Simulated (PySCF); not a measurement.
Si(I)(NH2) (H2INSi), SMILES N[Si]I (connectivity only; charge and spin as stated), neutral, multiplicity 1. Atoms are numbered in the order given.

```xyz
5

Si     0.7500     1.5832     0.0000
I     -0.0484    -0.8282     0.0000
N     -0.7733     2.3522     0.0000
H     -1.6773     1.9013     0.0000
H     -0.8414     3.3609     0.0000
```
Charge 0, spin multiplicity 1.

Geometry: B3LYP-D3(BJ)/def2-TZVP. The def2 effective core potentials stand for the cores of I; spin–orbit coupling is left out. The values are those of a single conformer.

Calculation: B3LYP/def2-TZVPD (PySCF).

Mulliken values depend strongly on the basis, most of all with diffuse functions as here. ESP charges are fitted to the potential on shells at 1.4 to 2.0 van der Waals radii. Atomic charges (e):

```
atom  Mulliken  ESP fit
----  --------  -------
Si1       0.08     0.09
I2       -0.20    -0.14
N3       -0.32    -0.51
H4        0.23     0.26
H5        0.22     0.30
```
